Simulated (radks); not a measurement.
The numbers below are computed, except where a source is named.
Ionisation of the beryllium ion Be2+, [He], to 1s1 as the strength of local exchange is varied. Level of theory: scalar-relativistic Kohn-Sham, Slater X-alpha exchange (alpha = 2/3 is LDA exchange), no correlation, spin-polarised, spherical densities, point nucleus (a radial shooting solver on a logarithmic mesh with Libxc functionals).

alpha  E(Be2+) (hartree)  exchange (hartree)  IE (eV)  -e of the level emptied (eV)  <r> of it (bohr)
0.567          -13.01054            -1.61919   145.38                   124.14 (1s)            0.4275
0.667          -13.29791            -1.92861   148.90                   128.68 (1s)            0.4218
0.672          -13.31237            -1.94427   149.08                   128.91 (1s)            0.4215
0.741          -13.51285            -2.16218   151.54                   132.09 (1s)            0.4176
0.781          -13.62986            -2.29007   152.98                   133.96 (1s)            0.4154
0.977          -14.21145            -2.93323   160.14                   143.28 (1s)            0.4049

NIST Atomic Spectra Database: 153.90 eV (theoretical). The Delta-SCF value meets it near alpha = 0.81.
